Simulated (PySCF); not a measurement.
Input of a run (PBE0-D3(BJ)/def2-SVP geometry optimisation, gas phase (PySCF 2.14.0)), started from GFN2-xTB:
```
{"job": {"xc": "PBE0", "basis": "def2-SVP", "d3": "d3bj", "grid": 1, "kind": "geom"}, "charge": 0, "multiplicity": 1}
O      1.498760     0.233516    -1.630881
C      1.888932     0.062476    -0.510460
C      1.099635     0.359716     0.729856
S     -0.166355     1.657517     0.540759
C     -1.552167     0.543839     0.088079
C     -1.007131    -0.824841    -0.255465
S      0.261967    -1.243715     0.977319
H      2.851388    -0.436316    -0.289611
H      1.721736     0.577044     1.595411
H     -2.066118     0.988705    -0.762515
H     -2.222944     0.504632     0.946977
H     -1.776297    -1.593176    -0.206796
H     -0.535793    -0.828911    -1.240401
```

Output (energies in Eh, forces in Eh/bohr):
```
step   0  E = -1026.67881138  max force = 0.015929
step   1  E = -1026.67998537  max force = 0.003895
step   2  E = -1026.68027681  max force = 0.002232
step   3  E = -1026.68013880  max force = 0.005746
step   4  E = -1026.68029821  max force = 0.002323
step   5  E = -1026.68034808  max force = 0.001080
step   6  E = -1026.68035612  max force = 0.000341
optimisation converged
```

**Question.** Summarise the run.

**Answer.** The energy falls by 4.1 kJ/mol over 7 energy and gradient evaluations, the largest force component goes from 0.0159 to 3.4e-04 Eh/bohr, and the atoms move by 0.054 Å rms after alignment. The bond that changes most is C2–C3 (aldehyde carbon to sp3 carbon bound to sulfur), which lengthens by 0.017 Å. Bonds longer at the end by more than 0.005 Å: 8 of 13; shorter: 2. Among the angles that change most is C2–C3–S7, from 100.3° to 104.0°. The energy rose by more than 1e-6 Eh at step 3. The first step brought 76 % of the lowering.

**Question.** What are the final bond lengths?

**Answer.** O1=C2 1.200 Å, C2–C3 1.517 Å, C3–S4 1.815 Å, S4–C5 1.829 Å, C5–C6 1.518 Å, C6–S7 1.815 Å, C3–S7 1.823 Å, C2–H8 1.120 Å, C3–H9 1.101 Å, C5–H10 1.101 Å, C5–H11 1.100 Å, C6–H12 1.101 Å, C6–H13 1.101 Å. Numbering counts from 1 in the input's order; the species is `O=CC1SCCS1`.

The run used 136 basis functions and 52 SCF cycles in all.

No PBE0-D3(BJ)/def2-SVP frequencies stand behind this structure, so it isn't proved a minimum. The numbers are those of one conformer.
